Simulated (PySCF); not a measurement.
A GIAO shielding run with PySCF 2.14 (density fitting, non-relativistic, gas phase) on SMILES C=C[Si@@H]([SiH3])S[SiH2][SiH3], C$_{2}$H$_{12}$SSi$_{4}$:

```
$ OMP_NUM_THREADS=1 python probes_run.py task.json out

{"job": {"kind": "nmr", "xc": "PBE0", "basis": "pcSseg-1"}, "charge": 0, "multiplicity": 1}
C     -2.543035    -0.447590    -0.918083
C     -2.083598     0.129097     0.182101
Si    -0.440220    -0.286101     1.010283
Si    -0.657469    -1.776197     2.767861
S      0.866091    -1.213062    -0.453426
Si     1.274576     0.305816    -1.929660
Si     2.737133     1.914477    -1.149138
H     -3.504534    -0.208452    -1.346659
H     -1.963707    -1.189625    -1.445391
H     -2.703571     0.865299     0.680652
H      0.199035     1.004642     1.314485
H      0.608461    -2.027767     3.457266
H     -1.211706    -3.068971     2.364435
H     -1.575341    -1.198671     3.755703
H     -0.033814     0.818837    -2.342114
H      1.783538    -0.526800    -3.015531
H      2.371620     2.440895     0.170554
H      2.755383     3.051719    -2.072491
H      4.111355     1.421705    -1.038312
```

Hardware: 1 thread of an Arm Neoverse N1, shared host. The job also computes population analyses, field gradients.

Q: How large is the calculation?

A: 96 electrons, 214 basis functions and 1231 auxiliary functions.

Q: How long does it take, and how much memory does it need?

A: 97 s of wall time, with 13 SCF cycles and 5 response iterations; peak memory 0.94 GiB. Times on a shared host scatter by some tens of per cent.
